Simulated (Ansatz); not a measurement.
ClCs (SMILES [Cl][Cs]), singlet, geometry from GFN2-xTB (such geometries of metal compounds can be far from the true shape) (core potentials on Cs); B3LYP5/def2-SVP run with Ansatz (an electronic-structure program).

The Ansatz input:
Ansatz 0.2 input:
```yaml
crystal:
  periodic: [false, false, false]
  atoms:
    - {symbol: Cs, position_ang: [-0.00000000, -0.00000000, -0.68024263]}
    - {symbol: Cl, position_ang: [0.00000000, 0.00000000, 2.20078499]}
basis:
  gaussian:
    orbitals: def2-SVP
hamiltonian:
  xc: b3lyp5
accuracy: high
```

Output, abridged:

```
Functional definition: B3LYP5
703 factors; integrals over basis functions are off by at most 3.6e-9 eV
mean field evaluation 1: about -13065.5536 eV, gradient 2.2e1 eV
mean field evaluation 2: about -13060.6834 eV, gradient 4.4e1 eV
mean field evaluation 4: about -13067.2086 eV, gradient 8.5e-1 eV
mean field evaluation 8: about -13067.2101 eV, gradient 2.0e-3 eV
mean field evaluation 16: about -13067.2101 eV, gradient 3.5e-8 eV
mean field -13067.21013465 eV, -480.2111151753 hartree, gradient 1.4e-8 eV, S^2 0.000000; 0 other end points of the search recorded, 0 dependent functions left out
reference -13067.21016592 eV, -480.2111163244 hartree; 13, 13 occupied and 29, 29 virtual orbitals, 703 factors
Total energy: -13067.21016592 eV, -480.2111163244 hartree
```
